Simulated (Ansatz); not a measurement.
C₂H₆MgOS (`C[O][Mg][S]C`) at its PBE0-D4/def2-TZVP geometry, where that method's forces vanish. Charge 0, multiplicity 1.

```tsv
atom	x (Å)	y (Å)	z (Å)
C1	-2.6126	1.5180	0.3129
O2	-1.5647	0.7366	-0.1182
Mg3	-0.2366	-0.2655	-0.6834
S4	1.4953	-1.5638	-1.4055
C5	2.7185	-1.4262	-0.0550
H6	-3.4169	1.5698	-0.4349
H7	-3.0573	1.1275	1.2396
H8	-2.2937	2.5503	0.5168
H9	3.0586	-0.4003	0.0846
H10	3.5776	-2.0317	-0.3438
H11	2.3318	-1.8145	0.8870
```

Problem. For each bond, give half the difference of the two atoms' forces along it (eV/Å; positive pushes the atoms apart) under PBE-D4, r2SCAN-D4, B3LYP-D4, ωB97M-V in def2-TZVPP. (Best estimate.)

Solution. Computed: 
```csv
bond,length (Å),PBE-D4,r2SCAN-D4,B3LYP-D4,ωB97M-V
C1–O2,1.376,0.21,0.25,0.32,0.33
C1–H6,1.099,0.08,-0.05,-0.10,-0.14
C1–H7,1.100,0.08,-0.05,-0.09,-0.14
C1–H8,1.100,0.08,-0.05,-0.09,-0.14
O2–Mg3,1.757,-0.01,-0.09,-0.11,-0.05
Mg3–S4,2.282,-0.06,-0.02,-0.02,-0.06
S4–C5,1.827,0.17,0.20,0.32,0.14
C5–H9,1.090,0.09,-0.05,-0.09,-0.08
C5–H10,1.090,0.12,-0.05,-0.09,-0.08
C5–H11,1.090,0.09,-0.05,-0.09,-0.08
```

B3LYP here is the variant with VWN-RPA as its local correlation; programs differ in this.
